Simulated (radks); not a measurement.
Values are calculated unless marked as measured or tabulated.
Initial-state core-level shifts of the technetium ion Tc2+ when its valence configuration changes from [Kr] 4d5. Code: a radial shooting solver on a logarithmic mesh with Libxc functionals. Model: scalar-relativistic Kohn-Sham, SCAN, spin-unpolarised, spherical densities, finite nucleus; meta-GGA in the generalised Kohn-Sham scheme; Fermi nuclear charge, rms radius 4.4112 fm. Shifts are changes of the shell-averaged eigenvalues in eV (positive: less bound); the change of the density at the nucleus, which sets a Mossbauer isomer shift, is in e/bohr^3, on a base of 1.022e+05.

valence           2s       2p       3p       4p  density at nucleus
4d4.5 5p0.5   -3.081   -3.072   -3.027   -2.637               +1.81
4d4.5 5s0.5   -2.485   -2.478   -2.423   -2.030              +11.96
4d4 5s1       -5.045   -5.031   -4.911   -4.080              +24.88
4d3 5p2      -12.760  -12.723  -12.460  -10.537               +8.60
4d4 5p1       -6.229   -6.211   -6.109   -5.271               +3.83
4d2 5p3      -19.620  -19.561  -19.070  -15.785              +14.35
4d3 5s1 5p1  -11.598  -11.566  -11.290   -9.403              +30.82
